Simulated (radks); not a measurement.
Spherical quantum dot in the effective-mass picture: electrons in a parabolic well V = omega^2 r^2 / 2 with omega = 4.85, with a point charge +1 (a donor) at the centre, all in effective atomic units (hartree* = m*/eps^2 hartree, bohr* = eps/m* bohr), one dielectric constant everywhere. Calculated with a radial shooting solver with Libxc functionals: non-relativistic Kohn-Sham, exchange-only LDA, spin-polarised, spherical densities. Levels are named by radial order and angular momentum (1s, 1p, 1d, 2s, ...), and open shells are averaged over m. Results are scaled to m* = 0.141 and eps = 5.4, for which hartree* = 131.6 meV and bohr* = 2.027 nm. Each electron was tried in the lowest free levels, single moves between levels near the top were tried too, and the lowest total energy was kept; such a search can miss a lower state. At N = 1 the Hartree and exchange-correlation terms need not cancel, so that row can carry a self-interaction error.

N	open shells	2S	E (meV)	mu = E(N) - E(N-1) (meV)	addition energy mu(N+1) - mu(N) (meV)	e(HOMO) (meV)	rms radius (nm)
1	1s(up 1, down 0)	1	626.588	626.59	251.1	718.11	1.032
2	none	0	1504.28	877.69	862.9	963.65	1.068
3	1p(up 1, down 0)	1	3244.87	1740.6	146.5	1812.6	1.224
4	1p(up 2, down 0)	2	5131.99	1887.1	150.5	1962.1	1.304
5	1p(up 3, down 0)	3	7169.58	2037.6	203.0	2113.1	1.358
6	1p(up 3, down 1)	2	9410.14	2240.6	137.8	2308.3	1.401
7	1p(up 3, down 2)	1	11788.5	2378.4	141.9	2449.1	1.435
8	none	0	14308.9	2520.3	648.1	2591.7	1.465
9	2s(up 1, down 0)	1	17477.3	3168.5	146.0	3232.6	1.520
10	none	0	20791.8	3314.5	151.8	3377.9	1.566
11	1d(up 1, down 0)	1	24258.0	3466.3	121.0	3526.7	1.605
12	1d(up 2, down 0)	2	27845.3	3587.2	121.0	3647.8	1.639
13	1d(up 3, down 0)	3	31553.5	3708.2	117.5	3768.6	1.670
14	1d(up 5, down 0) 2s(up 1, down 0)	6	35379.2	3825.7	126.6	3884.4	1.697
15	1d(up 5, down 0)	5	39331.6	3952.3	153.2	4012.7	1.723
16	1d(up 5, down 1)	4	43437.1	4105.5	115.1	4163.1	1.747
17	1d(up 5, down 2)	3	47657.8	4220.7	115.3	4278.3	1.769
18	1d(up 5, down 3)	2	51993.7	4336.0	115.1	4393.6	1.790
19	1d(up 5, down 4)	1	56444.8	4451.1	114.8	4508.5	1.810
20	none	0	61010.7	4565.9	593.6	4623.1	1.829
21	1f(up 1, down 0)	1	66170.1	5159.5	103.9	5211.4	1.856
22	1f(up 2, down 0)	2	71433.5	5263.4	103.8	5315.3	1.881
23	1f(up 3, down 0)	3	76800.7	5367.2	103.6	5419.0	1.905
24	1f(up 4, down 0)	4	82271.5	5470.8	103.3	5522.4	1.927
25	1f(up 5, down 0)	5	87845.5	5574.0	102.9	5625.6	1.949
26	1f(up 6, down 0)	6	93522.5	5677.0	102.6	5728.3	1.969
27	1f(up 7, down 0)	7	99302.0	5779.5	134.1	5830.7	1.988
28	1f(up 7, down 1)	6	105216	5913.6	99.63	5963.5	2.006
29	1f(up 7, down 2)	5	111229	6013.3	99.54	6063.1	2.024
30	1f(up 7, down 3)	4	117342	6112.8	99.37	6162.5	2.041
31	1f(up 7, down 4)	3	123554	6212.2	99.15	6261.8	2.058
32	1f(up 7, down 5)	2	129865	6311.3	98.88	6360.8	2.073
33	1f(up 7, down 6)	1	136275	6410.2	98.58	6459.6	2.089
34	none	0	142784	6508.8	126.4	6558.0	2.104
35	2p(up 1, down 0)	1	149420	6635.2	100.6	6685.6	2.118
36	2p(up 2, down 0)	2	156155	6735.8	100.5	6786.1	2.132
37	2p(up 3, down 0)	3	162992	6836.3	115.5	6886.5	2.146
38	2p(up 3, down 1)	2	169944	6951.8	98.98	7001.3	2.160
39	2p(up 3, down 2)	1	176994	7050.8	-	7100.3	2.173

All shells are closed at N = 2, 8, 10, 20, 34 (there: 1s2 1p6 1d10 2s2 1f14); the second difference of the energy has clear peaks (12 % above both neighbours; the first and last values, which can be the largest, are not judged, and half-filled shells can peak too) at N = 2, 5, 8, 15, 20, 27, 34, 37.
